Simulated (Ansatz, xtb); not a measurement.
F2H3O3Ta: which of two structures lies lower

Structure X: a singlet given by its coordinates. Structure Y: a singlet given by its coordinates. Both are isolated molecules in the gas phase, relaxed with PBE0-D4/def2-SVP.

X (Å):

```yaml
atoms:
  - { symbol: F, position_ang: [-3.0119, 0.9718, 2.9183] }
  - { symbol: F, position_ang: [-0.9196, 2.1331, 1.8364] }
  - { symbol: O, position_ang: [-1.5062, -1.0704, 2.2808] }
  - { symbol: O, position_ang: [-0.8190, 0.1627, -0.0674] }
  - { symbol: O, position_ang: [-3.4743, 0.6853, 0.3595] }
  - { symbol: Ta, position_ang: [-1.8914, 0.5779, 1.4108] }
  - { symbol: H, position_ang: [-1.9260, -1.3080, 3.1159] }
  - { symbol: H, position_ang: [-0.2907, -0.0761, -0.8274] }
  - { symbol: H, position_ang: [-4.3359, 0.8420, 0.7634] }
```

Close contacts (Å): F1–Ta6 1.92, F2–Ta6 1.88, O3–Ta6 1.90, O4–Ta6 1.87, O5–Ta6 1.90, O3–H7 0.96, O4–H8 0.96, O5–H9 0.96, Ta6–H7 2.54, Ta6–H8 2.83, Ta6–H9 2.54.

Y (Å):

```yaml
atoms:
  - { symbol: F, position_ang: [-0.5629, 0.9052, -1.4889] }
  - { symbol: F, position_ang: [0.5500, 0.9760, 1.7475] }
  - { symbol: O, position_ang: [0.4068, -1.7235, 0.1456] }
  - { symbol: O, position_ang: [1.8231, 0.5861, -0.6076] }
  - { symbol: O, position_ang: [-1.7105, 0.0528, 0.6201] }
  - { symbol: Ta, position_ang: [0.1281, 0.1445, 0.1154] }
  - { symbol: H, position_ang: [-0.2587, -2.3671, 0.4134] }
  - { symbol: H, position_ang: [2.2961, 1.0449, -1.3037] }
  - { symbol: H, position_ang: [-2.5837, 0.3347, 0.3410] }
```

Close contacts (Å): F1–Ta6 1.91, F2–Ta6 1.88, O3–Ta6 1.89, O4–Ta6 1.89, O5–Ta6 1.91, O3–H7 0.96, O4–H8 0.96, O5–H9 0.96, Ta6–H7 2.56, Ta6–H8 2.74, Ta6–H9 2.73.

Task: Estimate which is lower in electronic energy at CCSD(T)/def2-SVP + ΔMP2/def2-TZVPP, and by roughly how much.

Result: The CCSD(T)/def2-SVP + ΔMP2/def2-TZVPP calculation puts structure X lower, by 3.4 kcal/mol.

The same difference at several levels:

| level | geometry | E(Y) − E(X) (kcal/mol) | departure from the last row (kcal/mol) | job, with rough time for the two |
| --- | --- | --- | --- | --- |
| PBE0-D4/def2-SVP | PBE0-D4/def2-SVP | +2.3 | −1.2 | optimisation, 55 s |
| HF/def2-SVP | PBE0-D4/def2-SVP | +3.5 | +0.1 | part of the CCSD(T) run |
| MP2/def2-SVP | PBE0-D4/def2-SVP | +3.3 | −0.1 | part of the CCSD(T) run |
| CCSD(T)/def2-SVP | PBE0-D4/def2-SVP | +3.3 | −0.2 | single point |
| CCSD(T)/def2-SVP + ΔMP2/def2-TZVPP | PBE0-D4/def2-SVP | +3.4 |  | single point, 91 s |

None of the levels shown reverses the order. The largest departure from CCSD(T)/def2-SVP + ΔMP2/def2-TZVPP is that of PBE0-D4/def2-SVP, 1.2 kcal/mol. Levels run at GFN2-xTB geometries aren't shown. The last row adds to CCSD(T) the change of the MP2 difference between the two basis sets, here +0.2 kcal/mol.

With thermal terms from frequencies at re-optimised GFN2-xTB minima (ideal gas, soft modes damped towards free rotors, one conformer each, 298.15 K, 1 atm): the zero-point term adds −0.3 kcal/mol; ΔH is +3.3 and ΔG +3.1 kcal/mol.

The correlated steps freeze 5 core orbitals. Atoms past krypton carry core potentials in the def2 sets and no spin–orbit term is included. Programs: Ansatz 0.2.0, xtb 6.7.1; the last row on 2 threads of Arm Neoverse V1 on a shared host.
